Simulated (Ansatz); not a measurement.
Relaxation of BClFH4NSi (9 atoms, charge 0, multiplicity 1), to a largest force component of 0.015 eV/Å in at most 40 steps.

Theory: Ansatz 0.2.0, RKS PBE-D4/cc-pVDZ.

```xyz
9
Properties=species:S:1:pos:R:3
N 0.410 -0.859 -1.393
Si 0.513 -0.494 0.347
F 2.035 0.084 0.665
B -0.717 0.847 0.886
Cl -0.770 2.505 0.107
H -0.625 -1.097 -1.574
H 0.516 0.102 -1.891
H 0.325 -1.719 1.090
H -1.599 0.584 1.746
```

Where does it end, and by what steps?

It converged. After 26 steps the energy has fallen by 0.571 eV; H6 moved furthest, 1.21 Å.

```csv
step,energy less start (eV),largest force component (eV/Å),accepted
0,0.0000,2.127,yes
1,-0.3159,1.106,yes
2,-0.4171,0.603,yes
3,-0.4386,0.617,yes
4,-0.4540,0.812,yes
5,-0.4941,0.513,yes
6,-0.4755,0.752,no
7,-0.5061,0.251,yes
8,-0.5145,0.546,yes
9,-0.5324,0.646,yes
10,-0.5438,0.524,yes
11,-0.5552,0.307,yes
12,-0.5332,0.686,no
13,-0.5606,0.130,yes
14,-0.5634,0.067,yes
15,-0.5657,0.086,yes
16,-0.5670,0.079,yes
17,-0.5682,0.111,yes
18,-0.5688,0.131,yes
19,-0.5696,0.069,yes
20,-0.5700,0.029,yes
21,-0.5703,0.020,yes
22,-0.5704,0.020,yes
23,-0.5705,0.017,yes
24,-0.5705,0.026,yes
25,-0.5705,0.026,no
26,-0.5706,0.010,yes
```

```xyz
9
Properties=species:S:1:pos:R:3
N 0.087 -0.669 -1.367
Si 0.362 -0.541 0.344
F 1.948 -0.183 0.775
B -0.751 1.008 1.026
Cl -1.006 2.392 -0.044
H 0.488 -1.451 -1.894
H 0.126 0.192 -1.922
H 0.088 -1.897 0.940
H -1.254 1.101 2.126
```

Time of the run: 51 s on 2 threads of Arm Neoverse V2, with other jobs on the host, peak memory 0.18 GiB.
